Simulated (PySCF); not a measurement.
PySCF 2.14 output of an unrestricted M06-2X calculation on a single atom or ion in cc-pVDZ-PP with ECP10MDF (4s3p2d, 23 functions), with a scalar-relativistic core potential:

```
SCF conv_tol = 1e-09
number electrons alpha = 13  beta = 10
    Y. Zhao and D. G. Truhlar.,  Theor. Chem. Acc. 120, 215 (2008)
    Y. Zhao and D. G. Truhlar.,  Theor. Chem. Acc. 120, 215 (2008)
cycle= 1 E= -372.926783379867  delta_E= -0.00185  |g|= 0.00781  |ddm|= 0.138
cycle= 2 E= -372.926814345526  delta_E= -3.1e-05  |g|= 0.00239  |ddm|= 0.0308
cycle= 3 E= -372.926816164073  delta_E= -1.82e-06  |g|= 0.000212  |ddm|= 0.00479
cycle= 4 E= -372.926816207177  delta_E= -4.31e-08  |g|= 1.57e-05  |ddm|= 0.00125
cycle= 5 E= -372.926816207357  delta_E= -1.8e-10  |g|= 9.7e-07  |ddm|= 7.18e-05
converged SCF energy = -372.926816207357  <S^2> = 3.7515958  2S+1 = 4.0007978
```

The run itself started from symmetry-adapted Hartree-Fock orbitals and held the occupation by maximum overlap, on a logarithmic radial grid, so the iterations belong to that start.

**Question.** Which element, charge and spin multiplicity is this?

**Answer.** Se⁺ (selenium, charge +1), multiplicity 4; the state was [Ar] 3d10 4s2 4p3, high-spin 4S determinant.

Energies and moments cover only the electrons outside the core potential.
